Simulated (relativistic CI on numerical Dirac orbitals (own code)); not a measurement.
**Ligand-field terms of d5**

Computed with a parametric ligand-field model of a d^n configuration (Racah B and C, spin-orbit zeta, crystal field), exact diagonalisation.

Field parameters in Wybourne normalisation: Oh B⁴₀ = 21Dq, B⁴₄ = √(5/14) B⁴₀. The field is a parameter set, without covalency.

(1) Ground term and bands for B = 1040, C = 4450, ζ = 0 cm⁻¹, Oh, 10Dq = 26250 cm⁻¹?

(2) Ground term and bands for B = 600, C = 2620, ζ = 0 cm⁻¹, Oh, 10Dq = 13450 cm⁻¹?

(3) Ground term and bands for B = 650, C = 2530, ζ = 0 cm⁻¹, Oh, 10Dq = 18250 cm⁻¹?

(4) Ground term and bands for B = 900, C = 3420, ζ = 0 cm⁻¹, Oh, 10Dq = 8300 cm⁻¹?

(5) Ground term and bands for B = 940, C = 4620, ζ = 0 cm⁻¹, Oh, 10Dq = 33300 cm⁻¹?

Answers

(1) Ground term 6A1 with 2.00 electrons in the two orbitals of the cubic e set. Spin-allowed: none. Lowest spin-forbidden: 2T2 4176 cm⁻¹ (2395 nm), 4T1 10074 cm⁻¹ (993 nm), 4T2 17330 cm⁻¹ (577 nm). A high-spin d5 ion has no spin-allowed d-d band, hence its pale colour.

(2) Ground term 6A1 with 2.00 electrons in the two orbitals of the cubic e set. Spin-allowed: none. Lowest spin-forbidden: 2T2 6160 cm⁻¹ (1623 nm), 4T1 7776 cm⁻¹ (1286 nm), 4T2 11840 cm⁻¹ (845 nm). A high-spin d5 ion has no spin-allowed d-d band, hence its pale colour.

(3) Ground term 2T2 with 0.06 electrons in the two orbitals of the cubic e set. Spin-allowed: 2A2 15266 cm⁻¹ (655 nm), 2T1 15503 cm⁻¹ (645 nm), 2T2 17028 cm⁻¹ (587 nm), 2E 18461 cm⁻¹ (542 nm). Lowest spin-forbidden: 6A1 3339 cm⁻¹ (2995 nm), 4T1 6350 cm⁻¹ (1575 nm), 4T2 11021 cm⁻¹ (907 nm).

(4) Ground term 6A1 with 2.00 electrons in the two orbitals of the cubic e set. Spin-allowed: none. Lowest spin-forbidden: 4T1 20089 cm⁻¹ (498 nm), 4T2 24115 cm⁻¹ (415 nm), 4A1+E 26100 cm⁻¹ (383 nm). A high-spin d5 ion has no spin-allowed d-d band, hence its pale colour.

(5) Ground term 2T2 with 0.05 electrons in the two orbitals of the cubic e set. Spin-allowed: 2A2 28104 cm⁻¹ (356 nm), 2T1 28407 cm⁻¹ (352 nm), 2T2 30819 cm⁻¹ (324 nm), 2E 33197 cm⁻¹ (301 nm). Lowest spin-forbidden: 6A1 9094 cm⁻¹ (1100 nm), 4T1 12301 cm⁻¹ (813 nm), 4T2 19134 cm⁻¹ (523 nm).
